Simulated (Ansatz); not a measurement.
Geometry optimisation, Ansatz 0.2.0, RKS PBE/def2-SVP.

The input (input.yaml):

```yaml
crystal:
  periodic: [false, false, false]
  atoms:
    - { symbol: Ge, position_ang: [-0.149189, -0.121691, -0.011995] }
    - { symbol: O, position_ang: [-0.194165, -0.115858, 1.768993] }
    - { symbol: H, position_ang: [-1.069143, -0.385032, 2.110789] }
    - { symbol: H, position_ang: [1.299401, -0.028142, -0.501462] }
    - { symbol: Cl, position_ang: [-1.458704, 1.416132, -0.791748] }
    - { symbol: Cl, position_ang: [-1.028216, -2.012398, -0.642398] }
    - { symbol: F, position_ang: [1.348048, 2.077964, 1.096481] }
    - { symbol: H, position_ang: [0.948868, 1.762023, 1.87774] }
basis:
  gaussian: { orbitals: def2-SVP }
hamiltonian:
  xc: pbe
relax:
  f_tol: 0.03
  max_steps: 50
output:
  orbitals: {}
```

Command:

```bash
$ ansatz run input.yaml --threads 4 --pin off --max-ram 5120MiB --backend cpu --events-out ev --progress --plain --runs-dir out
```

Problem. Where does it end, and by what steps?

Solution. It converged. The force dipped under the threshold on the way, but the program's further checks kept it going. After 8 steps the energy has fallen by 0.125 eV; H8 moved furthest, 0.38 Å.

```
step  energy less start (eV)  largest force component (eV/Å)  accepted
   0                  0.0000                           0.351       yes
   1                 -0.0589                           0.787       yes
   2                 -0.1031                           0.487       yes
   3                 -0.1177                           0.499       yes
   4                 -0.1242                           0.066       yes
   5                 -0.1246                           0.033       yes
   6                 -0.1251                           0.021       yes
   7                 -0.1254                           0.052       yes
   8                 -0.1254                           0.029       yes
```

```xyz
8
Properties=species:S:1:pos:R:3
Ge -0.147 -0.096 -0.076
O -0.110 0.010 1.730
H -0.986 -0.161 2.129
H 1.287 0.029 -0.594
Cl -1.505 1.388 -0.856
Cl -0.987 -2.038 -0.545
F 1.334 2.046 1.314
H 0.810 1.414 1.804
```

Whether the end is a true minimum wasn't checked by a vibrational analysis.

Time of the run: 12 s on 4 threads of Arm Neoverse V1, on a shared host, peak memory 0.18 GiB.
